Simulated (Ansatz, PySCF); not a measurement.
Noncovalent pair: HF (SMILES F) (first 2 atoms) with Cl2 (SMILES ClCl); geometry from B3LYP-D3(BJ)/def2-TZVP.
(charge 0, multiplicity 1):
```xyz
4

F      0.4549     0.3837     0.1123
H      0.3388    -0.0612     0.9201
Cl    -0.3656     0.4903     4.0170
Cl     0.0459    -1.1642     2.9462
```

Monomers are frozen at their geometry in the pair; levels with a basis set take the counterpoise correction. Rows marked so take none.

Cores are frozen in the correlated methods. Rows in STO-3G carry no dispersion term and start afresh at each structure.

Run with Ansatz (an electronic-structure program) with Gaussian orbitals; PySCF for STO-3G rows, the dispersion terms. Each number belongs to the level named beside it.

One of these levels gives -1.48 kcal/mol for the interaction energy. Name it.
A) SCS-MP2/aug-cc-pV(D+d)Z
B) BHLYP-D3(BJ)/def2-TZVPPD
C) BHLYP/def2-TZVPPD
D) HF/STO-3G (no counterpoise)

C, BHLYP/def2-TZVPPD. The others give 0.78 (HF/STO-3G (no counterpoise)), -2.17 (BHLYP-D3(BJ)/def2-TZVPPD), -0.86 (SCS-MP2/aug-cc-pV(D+d)Z)
